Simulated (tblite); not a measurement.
Species: C6H8FP.
Numbering: `[CH2:1]=[CH:2][C:3]1=[C:4]([F:5])[CH2:6][CH2:7][PH:8]1` (hydrogens: H9, H10 on C1; H11 on C2; H12, H13 on C6; H14, H15 on C7; H16 on P8)

Computed with GFN2-xTB (tblite), gas phase: Langevin dynamics at 400 K from the optimised GFN2-xTB geometry, time step 0.5 fs, friction 0.01 fs⁻¹, 2000 steps. The instantaneous temperature is 2·E(kin)/(3Nk) with all 3N coordinates.

| t (fs) | T (K) | E(pot) above start (eV) | C1=C2 (Å) | C2–C3 (Å) | C3=C4 (Å) | C4–F5 (Å) | C4–C6 (Å) | C1–H9 (Å) | C1–C2–C3–C4 (°) |
| --- | --- | --- | --- | --- | --- | --- | --- | --- | --- |
| 0 | 325 | 0.000 | 1.327 | 1.445 | 1.338 | 1.348 | 1.493 | 1.076 | -178 |
| 50 | 185 | 0.449 | 1.297 | 1.463 | 1.369 | 1.354 | 1.463 | 1.104 | 174 |
| 100 | 272 | 0.482 | 1.341 | 1.439 | 1.287 | 1.358 | 1.476 | 1.061 | 160 |
| 150 | 340 | 0.418 | 1.299 | 1.407 | 1.352 | 1.336 | 1.462 | 1.062 | 153 |
| 200 | 356 | 0.616 | 1.346 | 1.414 | 1.321 | 1.365 | 1.482 | 1.071 | 164 |
| 250 | 360 | 0.536 | 1.317 | 1.410 | 1.337 | 1.365 | 1.448 | 1.065 | 164 |
| 300 | 420 | 0.574 | 1.307 | 1.465 | 1.333 | 1.384 | 1.471 | 1.103 | 166 |
| 350 | 534 | 0.436 | 1.341 | 1.477 | 1.337 | 1.342 | 1.505 | 1.082 | -167 |
| 400 | 400 | 0.706 | 1.322 | 1.452 | 1.348 | 1.358 | 1.520 | 1.035 | -168 |
| 450 | 390 | 0.738 | 1.336 | 1.408 | 1.318 | 1.378 | 1.523 | 1.109 | -152 |
| 500 | 330 | 0.793 | 1.344 | 1.453 | 1.361 | 1.391 | 1.474 | 1.074 | -145 |
| 550 | 385 | 0.837 | 1.309 | 1.525 | 1.355 | 1.338 | 1.495 | 1.110 | -163 |
| 600 | 340 | 0.917 | 1.355 | 1.504 | 1.343 | 1.317 | 1.557 | 1.045 | -164 |
| 650 | 401 | 0.928 | 1.314 | 1.506 | 1.329 | 1.406 | 1.507 | 1.094 | 179 |
| 700 | 328 | 1.045 | 1.389 | 1.384 | 1.346 | 1.407 | 1.482 | 1.079 | 173 |
| 750 | 617 | 0.877 | 1.302 | 1.459 | 1.345 | 1.338 | 1.487 | 1.101 | -164 |
| 800 | 580 | 0.904 | 1.350 | 1.441 | 1.336 | 1.303 | 1.502 | 1.106 | -153 |
| 850 | 463 | 0.787 | 1.334 | 1.468 | 1.355 | 1.378 | 1.457 | 1.064 | -158 |
| 900 | 484 | 0.728 | 1.352 | 1.381 | 1.352 | 1.374 | 1.554 | 1.066 | -164 |
| 950 | 531 | 0.772 | 1.298 | 1.404 | 1.329 | 1.313 | 1.498 | 1.072 | 176 |
| 1000 | 497 | 0.466 | 1.336 | 1.450 | 1.325 | 1.324 | 1.521 | 1.138 | 172 |

Question: From 500 fs on, how do temperature and potential energy compare with equipartition?

Answer: The mean temperature of these 11 frames is 450 K against the target 400 K, and the mean potential energy 0.82 eV against 42 × kT/2 = 0.72 eV for 42 classical harmonic modes. For 16 atoms in a canonical ensemble the temperature itself scatters by T·√(2/(3N)) = 82 K; here its standard deviation is 97 K. The whole run lasts only 10 friction times of 100 fs, so these averages carry a wide statistical error.

Question: What are the kinetic and total energies of the listed frame with the highest potential energy?

Answer: The one at 700 fs, 1.045 eV above the start. Its kinetic energy is 3NkT/2 = 0.679 eV at 328 K, so the sum is 1.72 eV; over the listed frames the sum runs from 0.67 to 2.15 eV, since the thermostat adds and removes energy.

Question: How much do the listed bonds fluctuate from 500 fs on?

Answer: 
| bond | at the start (Å) | mean (Å) | standard deviation (Å) |
| --- | --- | --- | --- |
| C1=C2 | 1.327 | 1.335 | 0.026 |
| C2–C3 | 1.445 | 1.452 | 0.046 |
| C3=C4 | 1.338 | 1.343 | 0.012 |
| C4–F5 | 1.348 | 1.354 | 0.037 |
| C4–C6 | 1.493 | 1.503 | 0.030 |
| C1–H9 | 1.076 | 1.086 | 0.025 |

The motion is classical and holds no zero-point motion.

What follows is the cost of the whole dynamics run. Hardware: Arm Neoverse V1, one thread, on a shared host. Cost: 13 s wall, 0.24 GiB resident at most.
